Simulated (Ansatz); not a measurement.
Two members of one family (BAs nanocrystals, H-capped) that differ in charge, which shifts all levels, computed with Ansatz in the gas phase. A negative affinity means that the extra electron isn't bound at that geometry and level; within about 0.2 eV of zero the sign isn't settled. Sets without diffuse functions give affinities that are too small. A dash marks a value that wasn't run or was left out as unsound. The structures are stationary points that may keep the symmetry of their start. Remarks come from the PBE and PBE0 runs and from stability tests at other levels; not every state was tested. A HOMO above zero means that the electron is unbound at that level and held by the basis, or that self-interaction error raises the level; the energy of removing that electron tells which. HOMO above LUMO (over both spins in singlets and doublets, within one spin in higher multiplets; at PBE or PBE0), or a gap under 0.15 eV within one spin, warns that the state may not be the lowest or that an electron is smeared out.

First: B4As5H16⁺, cut from zinc blende (singlet, charge 1, PBE-D4/def2-SVP geometry).

```xyz
25

As   -0.862    0.166    2.225
As   -2.215   -0.270   -0.861
As    0.096    2.040   -0.331
As    2.194   -0.188    0.936
As    0.841   -0.624   -2.150
B    -1.545    1.118    0.519
B     0.758   -1.093    2.097
B    -0.887   -1.622   -1.659
B     1.634    0.750   -0.821
H    -2.040   -0.573    2.834
H    -0.672    1.267    3.256
H    -3.384   -1.008   -0.232
H    -2.946    0.535   -1.925
H     0.606    3.147    0.577
H    -0.324    2.845   -1.548
H     3.009    0.840    1.704
H     3.281   -1.188    0.589
H     0.740    0.109   -3.480
H     1.936   -1.622   -2.477
H    -2.414    1.924    0.786
H     1.201   -1.316    3.208
H     0.379   -2.066    1.466
H    -1.366   -2.140   -2.651
H    -0.591   -2.380   -0.749
H     2.570    1.348   -1.315
```

```
           level  HOMO (eV)  LUMO (eV)  gap (eV)  vertical EA (eV)  vertical triplet (eV)
 PBE-D4/def2-SVP     -10.51      -5.31      5.20              3.45                   5.31
PBE0-D4/def2-SVP     -11.68      -4.53      7.15              3.26                   5.96
```

Remarks: gap within one spin near zero at PBE or PBE0 (neutral doublet), gap within one spin near zero at PBE or PBE0 (triplet).

Second: B5As5H18, cut from wurtzite, disc (singlet, charge 0, PBE-D4/def2-SVP geometry).

Cartesian coordinates in Å:
```
As -2.5497 -1.8088 -1.5357
B -2.6650 -0.3722 -0.0744
As -0.8522 0.6101 0.0081
B -0.8516 2.1378 1.3974
As 0.9739 3.0705 1.3242
B -1.0453 -3.2087 -1.4302
As 0.7007 -2.1558 -1.1566
B 0.7350 -0.6937 0.2782
As 2.5038 0.3401 0.3059
B 2.6732 1.9413 1.5870
H -3.8650 -2.5691 -1.6496
H -2.5414 -1.1644 -2.9208
H -3.5489 0.4297 -0.3337
H -2.7846 -0.9669 0.9890
H -0.5930 1.2325 -1.3713
H -1.7445 2.9267 1.1306
H -0.9273 1.6043 2.4966
H 1.1073 3.8887 0.0408
H 1.0348 4.2151 2.3279
H -0.9647 -3.8813 -2.4459
H -1.2163 -3.8280 -0.3891
H 1.1823 -1.5406 -2.4687
H 1.8559 -3.1250 -0.9283
H 0.5928 -1.2288 1.3676
H 2.8340 0.7471 -1.1283
H 3.6595 -0.6279 0.5348
H 2.6054 1.4627 2.7118
H 3.6910 2.5646 1.3324
```

Estimate the same table for the second.


| level | HOMO (eV) | LUMO (eV) | gap (eV) | vertical EA (eV) | vertical triplet (eV) |
| --- | --- | --- | --- | --- | --- |
| PBE-D4/def2-SVP | -6.34 | -1.26 | 5.08 | -0.37 | 5.04 |
| PBE0-D4/def2-SVP | -7.39 | -0.47 | 6.92 | – | – |

Remarks: HOMO above zero (-1 doublet), gap within one spin near zero at PBE or PBE0 (triplet).
